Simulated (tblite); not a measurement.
Compound: C₃H₁₀N₂Si.
Z-matrix (Å and degrees, GFN2-xTB geometry), rows numbered from 1:
```
C 
N   1  1.4435
Si  2  1.7131  1  123.97
C   3  1.9259  2  123.71  1    92.63
N   4  1.4681  3   89.66  2    93.40
C   5  1.4659  4  102.68  3    16.84
H   1  1.0948  2  112.59  3   -86.64
H   1  1.0913  2  110.02  3   152.21
H   1  1.0869  2  108.70  3    33.27
H   2  1.0098  1  111.86  3   150.48
H   3  1.4638  2  107.37  1   -47.73
H   4  1.0966  3  114.51  2  -150.40
H   4  1.0930  3  120.09  2   -20.22
H   5  1.0132  4  114.23  3   141.23
H   6  1.0912  3  119.84  2     7.45
H   6  1.0953  3  113.50  2   136.48
```

Calculated harmonic vibrations of the isolated species, GFN2-xTB (tblite), most abundant isotopes, no scaling. Against measured fundamentals such values can be off by several per cent, at times by over 20. Modes of hydrogen on silicon can be 10 to 20 % off. One conformer, not necessarily the lowest.

Harmonic wavenumbers (cm⁻¹): 67.5, 93.7, 127.6, 171.7, 204.3, 295.4, 487.1, 520.2, 544.7, 628.3, 677.9, 703.7, 716.6, 786.3, 833.3, 886.6, 1025.4, 1064.0, 1089.4, 1104.5, 1107.6, 1158.1, 1164.7, 1180.2, 1244.7, 1332.7, 1356.7, 1420.3, 1484.1, 1490.6, 1494.4, 1500.8, 2245.4, 2873.1, 2887.5, 2920.0, 2937.8, 2955.0, 2978.6, 3038.2, 3380.3, 3434.8.

A = 6656, B = 1686, C = 1562 MHz; mass 102.061 u (most abundant isotopes); point group C1, symmetry number 1.

Q: What is the zero-point energy?

A: Half the sum of the wavenumbers: 28807 cm⁻¹ = 82.36 kcal/mol.

Q: Entropy at 298.15 K, 1 bar (ideal gas, RRHO, classical rotation)?

A: Translation 39.80, rotation 27.31, vibration 21.10: S = 88.2 cal/(mol K).

Q: And Cp and H(298.15 K) − H(0)?

A: Cp = 31.11 cal/(mol K), of which vibrations give 23.16 (their classical limit is 42 R = 83.5); H(298.15 K) − H(0) = 5.76 kcal/mol without the zero-point energy, 3.39 from vibrations.

Q: Which modes carry the vibrational entropy at 298.15 K?

A: 67.5 cm⁻¹: 4.22; 93.7 cm⁻¹: 3.58; 127.6 cm⁻¹: 2.98; 171.7 cm⁻¹: 2.42; 204.3 cm⁻¹: 2.09; 295.4 cm⁻¹: 1.44 cal/(mol K); the other 36 give 4.36 together.

Q: What must be added to the electronic energy to get the Gibbs energy at 298.15 K and 1 bar?

A: ZPE + [H(298.15 K) − H(0)] − T·S = 82.36 + 5.76 − 26.30 = 61.82 kcal/mol.

Q: Blend soft modes into free rotors: weight 1/[1 + (100 cm⁻¹/ν̃)⁴] for the oscillator and the rest for a rotor with moment μB/(μ + B), μ = h/(8π²ν), B = 10⁻⁴⁴ kg m². What vibrational entropy results?

A: 19.82 cal/(mol K) in place of 21.10, which changes −T·S at 298.15 K by +0.38 kcal/mol.

Q: How do the functions run with temperature in this model?

A: 
```csv
T (K),S (cal/(mol K)),Cp (cal/(mol K)),H − H(0) (kcal/mol),G − H(0) (kcal/mol),ln q(vib)
150,71.5,19.3,2.05,-8.67,2.07
250,83.1,27.0,4.36,-16.42,3.98
400,98.5,39.4,9.36,-30.06,6.87
600,117.1,52.3,18.60,-51.66,10.76
900,140.9,64.7,36.31,-90.47,16.39
```

q(vib) and H(0) count from the zero-point level.

Hindered rotation and anharmonicity are outside this model. Other conformers, if any are populated, would add a mixing term that is left out. The structure is chiral; the term R ln 2 for an equal mix with its mirror image is left out.

On Arm Neoverse N1, one thread (shared host), this took 0.77 s. The figure is for the frequency step alone.
